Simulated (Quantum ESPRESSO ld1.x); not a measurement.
Problem. Ti, configuration [Ar] 3d2 4s1.5 4p0.5 (fractional occupations, a model configuration). All-electron calculation, non-relativistic Kohn-Sham, LDA (Slater exchange, VWN5 correlation), spin-polarised, spherical densities, point nucleus; open shells are filled with parallel spins first. Program: ld1.x of Quantum ESPRESSO 7.5. Some entries of the table are withheld. Estimate them.

orbital  occ.  eigenvalue (hartree)  <r^2> (bohr^2)
1s up       1              -177.291        0.006634
1s down     1              -177.290        0.006633
2s up       1              -19.4825          0.1277
2s down     1              -19.4593          0.1275
2p up       3              -16.3075          0.1048
2p down     3              -16.2893          0.1046
3s up       1              -2.30414           1.193
3s down     1              -2.24035           1.194
3p up       3              -1.46894             (1)
3p down     3              -1.40557             (2)
3d up       2              -0.21365           3.258
4s up       1                   (3)           13.37
4s down   0.5                   (4)           14.98
3d down     0              -0.15304           3.563
4p up     0.5              -0.07817             (5)
4p down     0              -0.05181             (6)

Solution. 
(1) 3p up <r^2> (bohr^2): 1.402
(2) 3p down <r^2> (bohr^2): 1.404
(3) 4s up eigenvalue (hartree): -0.19568
(4) 4s down eigenvalue (hartree): -0.15580
(5) 4p up <r^2> (bohr^2): 23.97
(6) 4p down <r^2> (bohr^2): 30.41
